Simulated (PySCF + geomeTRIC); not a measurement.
These are PySCF + geomeTRIC with BP86-D3(BJ)/def2-SVP values and carry that method's errors. fastk is a local helper that only speeds up exchange builds. No frequencies were computed at this level.

```python
import json, numpy as np
from pyscf import gto, dft
from fastk import lowrank_exchange
atoms = """
Zn    -0.000000    -0.000000     0.000000
C      0.866407     1.751862     0.593266
H      1.747704     1.578229     1.204791
H      0.183972     2.359546     1.181313
H      1.179819     2.353621    -0.255531
C     -0.866407    -1.751863    -0.593266
H     -1.782091    -1.579022    -1.152233
H     -1.123385    -2.381183     0.254504
H     -0.206017    -2.331191    -1.232844
"""
def scf(charge, spin, dm0=None):
    mol = gto.M(atom=atoms, basis='def2-svp', ecp={}, charge=charge, spin=spin, verbose=3, max_memory=3360)
    mf = dft.KS(mol, xc='bp86').density_fit(auxbasis="def2-universal-jkfit")
    mf.disp = 'd3bj'
    mf.grids.level = 3
    mf.conv_tol = 1e-8
    mf.max_cycle = 120
    mf.level_shift = 0.25
    mf.kernel(dm0)
    if not mf.converged:
        mf = mf.newton().run(mf.mo_coeff, mf.mo_occ).undo_soscf()
    return mf
mf = scf(0, 0)
from pyscf.geomopt.geometric_solver import kernel as optimize
path = []
done, mol = optimize(mf, maxsteps=120, assert_convergence=False, callback=lambda env: path.append((env["energy"], bool(env["g_scanner"].converged))))
res = dict(converged=bool(done and path[-1][1]), energy=path[-1][0], path=[e for e, c in path], xyz=mol.atom_coords(unit="Angstrom").tolist(), nao=mol.nao)
json.dump(res, open("result.json", "w"))
```

Output:

```
converged SCF energy = -1859.14744399895
Geometry optimization cycle 1
converged SCF energy = -1859.14744399799
cycle 1: E = -1859.147444  dE = -1859.15  norm(grad) = 0.0587234
Geometry optimization cycle 2
converged SCF energy = -1859.15345033239
cycle 2: E = -1859.15345033  dE = -0.00600633  norm(grad) = 0.00780225
Geometry optimization cycle 3
converged SCF energy = -1859.15358377784
cycle 3: E = -1859.15358378  dE = -0.000133445  norm(grad) = 0.00197646
Geometry optimization cycle 4
converged SCF energy = -1859.15360056413
cycle 4: E = -1859.15360056  dE = -1.67863e-05  norm(grad) = 0.000793808
Geometry optimization cycle 5
converged SCF energy = -1859.15360353858
cycle 5: E = -1859.15360354  dE = -2.97445e-06  norm(grad) = 2.30369e-05
Geometry optimization cycle 6
converged SCF energy = -1859.15360354954
cycle 6: E = -1859.15360355  dE = -1.09585e-08  norm(grad) = 1.40306e-05
<class 'geometric.internal.Distance'> : 8
<class 'geometric.internal.Angle'> : 12
<class 'geometric.internal.LinearAngle'> : 2
<class 'geometric.internal.Dihedral'> : 9
<class 'geometric.internal.TranslationX'> : 1
<class 'geometric.internal.TranslationY'> : 1
<class 'geometric.internal.TranslationZ'> : 1
<class 'geometric.internal.RotationA'> : 1
<class 'geometric.internal.RotationB'> : 1
<class 'geometric.internal.RotationC'> : 1
Step    0 : Gradient = 1.957e-02/3.049e-02 (rms/max) Energy = -1859.1474439980
Step    1 : Displace = 8.271e-02/9.065e-02 (rms/max) Trust = 1.000e-01 (=) Grad = 2.601e-03/5.404e-03 (rms/max) E (change) = -1859.1534503324 (-6.006e-03) Quality = 1.106
Step    2 : Displace = 1.262e-02/1.652e-02 (rms/max) Trust = 1.414e-01 (+) Grad = 6.588e-04/1.046e-03 (rms/max) E (change) = -1859.1535837778 (-1.334e-04) Quality = 1.037
Step    3 : Displace = 3.331e-03/4.087e-03 (rms/max) Trust = 2.000e-01 (+) Grad = 2.646e-04/4.345e-04 (rms/max) E (change) = -1859.1536005641 (-1.679e-05) Quality = 1.385
Step    4 : Displace = 2.156e-03/2.647e-03 (rms/max) Trust = 2.828e-01 (+) Grad = 7.679e-06/9.233e-06 (rms/max) E (change) = -1859.1536035386 (-2.974e-06) Quality = 1.026
Step    5 : Displace = 1.075e-05/1.542e-05 (rms/max) Trust = 3.000e-01 (+) Grad = 4.677e-06/6.758e-06 (rms/max) E (change) = -1859.1536035495 (-1.096e-08) Quality = 4.384
Converged! =D
```

Cost: roughly 40 core-seconds.
